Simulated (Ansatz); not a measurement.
Geometry optimisation, UKS PBE0/def2-SVP in Ansatz 0.2.0.

input.yaml

```yaml
crystal:
  periodic: [false, false, false]
  atoms:
    - { symbol: Ge, position_ang: [0.0, 0.0, 0.0] }
    - { symbol: F, position_ang: [0.0, 0.0, 1.93] }
    - { symbol: O, position_ang: [1.6691, 0.0, -0.5894] }
    - { symbol: H, position_ang: [1.9855, -0.9521, -0.7061] }
    - { symbol: O, position_ang: [-0.8337, 1.4443, -0.5894] }
    - { symbol: H, position_ang: [-1.7915, 1.2136, -0.8118] }
    - { symbol: O, position_ang: [-0.8337, -1.4443, -0.5894] }
    - { symbol: H, position_ang: [-1.2883, -1.91, 0.183] }
    - { symbol: H, position_ang: [0.0, 0.0, 3.15] }
magnetization:
  spin_polarized: true
  initial_magnetization: 1
basis:
  gaussian: { orbitals: def2-SVP }
hamiltonian:
  xc: pbe0
relax:
  f_tol: 0.15
  max_steps: 25
  restrain:
    - { distance: [1, 8], at: 2.12, k: 30.0 }
    - { distance: [0, 1], at: 1.68, k: 30.0 }
```

Command:

```bash
$ ansatz run input.yaml --threads 4 --pin off --max-ram 5120MiB --backend cpu --events-out ev --progress --plain --runs-dir out
```

Problem. Where does it end, and by what steps?

Solution. It converged. The restraints hold the end off the free minimum. After 4 steps the energy has fallen by 1.186 eV (the restraints' own energy left out); H9 moved furthest, 0.60 Å.

```tsv
step	energy less start (eV)	largest force component (eV/Å)	accepted
0	0.0000	1.906	yes
1	-0.7564	2.004	yes
2	-0.9445	3.662	yes
3	-1.1771	0.806	yes
4	-1.1862	0.813	yes
```

```xyz
9
Properties=species:S:1:pos:R:3
Ge -0.013 -0.011 -0.083
F -0.016 -0.017 1.625
O 1.635 -0.001 -0.651
H 1.971 -0.900 -0.750
O -0.816 1.434 -0.639
H -1.734 1.247 -0.868
O -0.856 -1.471 -0.579
H -1.264 -1.928 0.166
H 0.000 -0.001 3.755
```

Run time: 13 s on 4 threads of Arm Neoverse V2 (shared host), peak memory 0.36 GiB.
